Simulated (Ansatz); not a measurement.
Reaction (silylene formation by 1,1-elimination): `FC[SiH](S)Cl` → `FCCl` + `[SiH]S`

Computed with Ansatz on PBE0-D4/def2-TZVP structures; ΔE is electronic, products minus reactants. CBS: MP2 limit from def2 TZ/QZ plus the TZ coupled-cluster correction, frozen cores. This one scheme is used for every species. Functionals use def2-TZVPP. B3LYP here is the variant with VWN-RPA as its local correlation; programs differ in this. One conformer a species, not always the lowest.

CCSD(T)/CBS gives +3.10 eV.

Question: Another level gave +2.80 eV. Which?
A. r2SCAN-D4/def2-TZVPP
B. B3LYP/def2-TZVPP
C. HF/def2-TZVPP
D. ωB97M-V/def2-TZVPP

Answer: B. B3LYP 2.80, r2SCAN-D4 3.19, ωB97M-V 3.05, HF/def2-TZVPP 2.98 eV.

Largest T1 diagnostic among the species: 0.016.

The D4 term adds +0.18 eV with B3LYP and +0.10 eV with PBE0; it sums over pairs of atoms, weighted by their polarisabilities, and B3LYP, whose exchange is more repulsive, gets the larger term. From PBE to PBE0 (25 % exact exchange), in def2-TZVPP and without D4, ΔE moves by +0.19 eV.
